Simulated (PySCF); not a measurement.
C₅H₄F₂.
SMILES with atom numbers: `[CH3:1][C:2]#[C:3]/[C:4]([F:5])=[CH:6]\[F:7]`

Structure used (GFN2-xTB), in Å, numbered top down from 1:
```xyz
11
C5H4F2 angstrom
C      2.456    0.028   -0.017
C      1.025    0.137   -0.131
C     -0.174    0.209   -0.207
C     -1.572    0.321   -0.327
F     -2.021    1.229   -1.225
C     -2.487   -0.372    0.350
F     -2.139   -1.291    1.259
H      2.936    0.655   -0.767
H      2.761   -1.007   -0.166
H      2.773    0.352    0.975
H     -3.553   -0.258    0.230
```

The computed photoelectron lines, unassigned: C 1s: 290.57 (area 1), 290.67 (area 1), 291.85 (area 1), 292.57 (area 1), 293.48 (area 1) eV; F 1s: 692.97 (area 1), 693.20 (area 1) eV.

The calculation used delta-SCF UKS SCAN, pcX-2 on the ionised atom, pcseg-1 elsewhere, spin-free X2C (PySCF). Geometry: GFN2-xTB; no solvent, vibrations or thermal averaging.

Problem. Order the fluorine atoms by F 1s binding energy.

Solution. 692.97 eV: F5 (vinyl fluorine); 693.20 eV: F7 (vinyl fluorine). The 2 F 1s values lie within 0.23 eV of each other; Gaussian lines of 0.5 eV full width would blend them into one maximum.

Bonded neighbours of each site: C1: C and 3 H; C2: C (triple bond) and C; C3: C (triple bond) and C; C4: F, C (double bond) and C; F5: C; C6: F, C (double bond) and H; F7: C.

Problem. Which effective nuclear charge Zeff reproduces each element's mean 1s value in the hydrogen-like formula E = 13.606 eV × Zeff²?

Solution. C (Z = 6): mean 291.8 eV, Zeff = 4.63, Z − Zeff = 1.37; F (Z = 9): mean 693.1 eV, Zeff = 7.14, Z − Zeff = 1.86. Means run over the listed sites, weighted by atom count.

Spin contamination (⟨S²⟩ against 0.75 for a pure doublet) is marked for C 1s of C2 (0.87), which makes this value less certain.
